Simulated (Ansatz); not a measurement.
Cost and result for the atomization energy of C2H6AlGaO (11 atoms, 14 bonds).

```xyz
11

Al    1.1771   -0.0465    1.1731
O    -0.2191    1.0555    0.7496
C    -0.6574   -0.4230    0.7418
C    -0.9896   -0.7033   -0.7087
Ga    0.2272    0.7852   -1.1715
H     2.2527    0.0766    2.3131
H     1.7606    0.0288   -0.4543
H    -1.4543   -0.5384    1.4749
H    -0.7265   -1.7005   -1.0610
H    -2.0319   -0.4897   -0.9677
H     0.6612    1.9553   -2.0893
```

Charge 0, multiplicity 1. Correlated methods include outer-core shells of Ga, which these sets cover unevenly. Scalar relativity is left out up to krypton. The bonds changed during the relaxation, so this is another structure than the one it started from. All single points use the PBE0-D4/def2-TZVP geometry. It is one conformer, not always the lowest. Program: Ansatz. All runs use 4 threads of an Arm Neoverse N1 on a shared host. Times are those of one run each, without the atoms' runs, and a repeat can differ threefold. Electronic energies, without spin–orbit coupling; frozen cores. CCSD(T)/CBS adds CCSD(T) − MP2 in def2-TZVPP to the MP2 limit, and its time is that of the two runs behind it. T1 = 0.015. With those shells the extrapolation isn't a true limit. B3LYP takes the VWN-RPA correlation (the form of Gaussian; ORCA's B3LYP/G).

CCSD(T)/CBS is a level of theory with its own doubt, some kJ/mol a heavy atom from the limit and from the frozen cores, so smaller differences don't rank the functionals.

```csv
level,functions,wall time
PBE-D4/def2-TZVPP (with forces),267,6 s
PBE0-D4/def2-TZVPP,267,7.5 s
r2SCAN-D4/def2-TZVPP (with forces),267,12 s
B3LYP-D4/def2-TZVPP (with forces),267,12 s
B2PLYP/def2-TZVPP,267,13 s
ωB97X-V/def2-TZVPP,267,19 s
ωB97M-V/def2-TZVPP (with forces),267,28 s
MP2/def2-QZVPP,510,54 s
CCSD(T)/def2-TZVPP,267,6.9 min
CCSD(T)/CBS(def2),–,7.8 min
```

Q: What atomization energy does each give, and how far from CCSD(T)/CBS? (An estimate is asked.)

A: Ansatz gave: 
```
                             level  atomization (kcal/mol)  difference from CCSD(T)/CBS  per bond
   PBE-D4/def2-TZVPP (with forces)                   902.3                         10.2       0.7
                PBE0-D4/def2-TZVPP                   887.4                         -4.7      -0.3
r2SCAN-D4/def2-TZVPP (with forces)                   896.1                          4.0       0.3
 B3LYP-D4/def2-TZVPP (with forces)                   879.5                        -12.6      -0.9
                 B2PLYP/def2-TZVPP                   874.6                        -17.5      -1.3
                ωB97X-V/def2-TZVPP                   892.5                          0.4       0.0
  ωB97M-V/def2-TZVPP (with forces)                   889.2                         -2.9      -0.2
                    MP2/def2-QZVPP                   900.2                          8.1       0.6
                CCSD(T)/def2-TZVPP                   871.3                        -20.8      -1.5
                 CCSD(T)/CBS(def2)                   892.1                          0.0       0.0
```

In def2-TZVPP, CCSD(T) changes the Hartree–Fock value by +241.3 kcal/mol (the triples alone add +15.9 kcal/mol) and MP2 by +257.9 kcal/mol; breaking electron pairs costs correlation energy, which Hartree–Fock lacks. The D4 term adds +10.8 kcal/mol with B3LYP and +5.6 kcal/mol with PBE0; it sums over pairs of atoms, weighted by their polarisabilities, and B3LYP, whose exchange is more repulsive, gets the larger term. From PBE to PBE0 (25 % exact exchange), in def2-TZVPP and without D4, the atomization energy moves by −13.9 kcal/mol: exact exchange takes away binding that semilocal exchange gives to molecules.
